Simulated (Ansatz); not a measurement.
Start from `N#[C][Ge]([Cl])([Cl])[Cl]` and change one atom or group to get `[NH2][Ge]([Cl])([Cl])[Cl]`.

Ansatz, PBE0-D4/def2-TZVP geometries, multiplicity 1. Each molecule was computed in one conformer, which needn't be the lowest.

Scalar relativity is left out up to krypton.

```json
{"property": "HOMO energy (ωB97M-V/def2-TZVPP) / eV", "`N#[C][Ge]([Cl])([Cl])[Cl]`": "-12.22"}
{"property": "HOMO energy (PBE0/def2-TZVPP) / eV", "`N#[C][Ge]([Cl])([Cl])[Cl]`": "-9.96"}
{"property": "HOMO energy (PBE/def2-TZVPP) / eV", "`N#[C][Ge]([Cl])([Cl])[Cl]`": "-8.49"}
{"property": "ideal-gas entropy at 298 K and 1 bar (rigid rotor, harmonic PBE0-D4/def2-TZVP) / J/(mol·K)", "`N#[C][Ge]([Cl])([Cl])[Cl]`": "376"}
{"property": "HOMO energy (B3LYP/def2-TZVPP) / eV", "`N#[C][Ge]([Cl])([Cl])[Cl]`": "-9.65"}
{"property": "HOMO–LUMO gap (ωB97M-V/def2-TZVPP) / eV", "`N#[C][Ge]([Cl])([Cl])[Cl]`": "12.30"}
```

Problem. Give the same properties after the change, and the shifts. (Estimate.)

Solution. Ansatz gave: 
```json
{"property": "HOMO energy (ωB97M-V/def2-TZVPP) / eV", "`[NH2][Ge]([Cl])([Cl])[Cl]`": "-10.92", "shift": "1.30"}
{"property": "HOMO energy (PBE0/def2-TZVPP) / eV", "`[NH2][Ge]([Cl])([Cl])[Cl]`": "-8.58", "shift": "1.38"}
{"property": "HOMO energy (PBE/def2-TZVPP) / eV", "`[NH2][Ge]([Cl])([Cl])[Cl]`": "-7.07", "shift": "1.42"}
{"property": "ideal-gas entropy at 298 K and 1 bar (rigid rotor, harmonic PBE0-D4/def2-TZVP) / J/(mol·K)", "`[NH2][Ge]([Cl])([Cl])[Cl]`": "375", "shift": "-1"}
{"property": "HOMO energy (B3LYP/def2-TZVPP) / eV", "`[NH2][Ge]([Cl])([Cl])[Cl]`": "-8.29", "shift": "1.36"}
{"property": "HOMO–LUMO gap (ωB97M-V/def2-TZVPP) / eV", "`[NH2][Ge]([Cl])([Cl])[Cl]`": "11.65", "shift": "-0.65"}
```

With PBE0 the HOMO rises by 1.38 eV and the LUMO rises by 0.72 eV, so the gap narrows by about 0.66 eV. PBE moves the HOMO by 1.42 eV and ωB97M-V by 1.30 eV. The zero-point energy changes by 46.3 kJ/mol with +3 modes.

B3LYP here is the variant with VWN-RPA as its local correlation; programs differ in this.
